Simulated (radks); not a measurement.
Ionisation of the strontium ion Sr+, [Kr] 5s1, to [Kr] as the strength of local exchange is varied. All-electron calculation, scalar-relativistic Kohn-Sham, Slater X-alpha exchange (alpha = 2/3 is LDA exchange), no correlation, spin-polarised, spherical densities, finite nucleus; open shells are filled with parallel spins first (spin-orbit coupling, left out, can overturn this in heavy ions); Fermi nuclear charge, rms radius 4.224 fm. Program: a radial shooting solver on a logarithmic mesh with Libxc functionals.

alpha  E(Sr+) (hartree)  exchange (hartree)  IE (eV)  -e of the level emptied (eV)  <r> of it (bohr)
0.605       -3163.13100           -88.32717   10.356                    7.895 (5s)             3.982
0.655       -3170.44814           -95.83318   10.645                    8.201 (5s)             3.928
0.667       -3172.20660           -97.63930   10.715                    8.275 (5s)             3.915
0.785       -3189.54650          -115.49578   11.414                    9.021 (5s)             3.795
0.786       -3189.69382          -115.64785   11.420                    9.027 (5s)             3.795
0.935       -3211.71543          -138.44689   12.334                   10.011 (5s)             3.655
0.939       -3212.30855          -139.06278   12.359                   10.038 (5s)             3.652
0.949       -3213.79177          -140.60338   12.421                   10.106 (5s)             3.643

NIST Atomic Spectra Database: 11.030 eV (measured). The Delta-SCF value meets it near alpha = 0.72.
